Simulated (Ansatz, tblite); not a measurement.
Forces on SnH2MeBr (CH5BrSn) at its PBE-D4/def2-SVP geometry. The state is a singlet with charge 0.

In the def2 sets Sn takes a core potential; there is no spin–orbit coupling. The xTB rows come from tblite.

GFN1-xTB (tblite), largest force 0.80 eV/Å:

```xyz
8
positions Å, forces eV/Å
Sn   -0.483    0.809   -0.224   -0.001    0.379   -0.350
H    -0.331    2.123    0.889   -0.121   -0.411   -0.355
H    -2.117    0.605   -0.750    0.499    0.117    0.216
C     0.409   -1.021    0.500    0.197   -0.454    0.210
H    -0.096   -1.337    1.434    0.386    0.194   -0.668
H     1.483   -0.847    0.698   -0.726   -0.185   -0.103
H     0.299   -1.809   -0.268    0.100    0.488    0.569
Br    0.835    1.478   -2.279   -0.334   -0.127    0.481
```

GFN2-xTB (tblite), largest force 0.76 eV/Å:

```
Sn 0.123 0.170 -0.294
H -0.094 -0.095 -0.188
H 0.176 0.135 0.062
C 0.209 -0.522 0.269
H 0.391 0.154 -0.635
H -0.632 -0.168 -0.097
H 0.098 0.428 0.496
Br -0.271 -0.100 0.387
```

r2SCAN-D4/def2-TZVP (Ansatz), largest force 0.55 eV/Å:

```
Sn 0.059 -0.035 -0.031
H -0.017 -0.219 -0.209
H 0.290 0.043 0.075
C 0.096 -0.144 0.027
H 0.245 0.155 -0.457
H -0.531 -0.085 -0.093
H 0.053 0.388 0.381
Br -0.195 -0.103 0.306
```
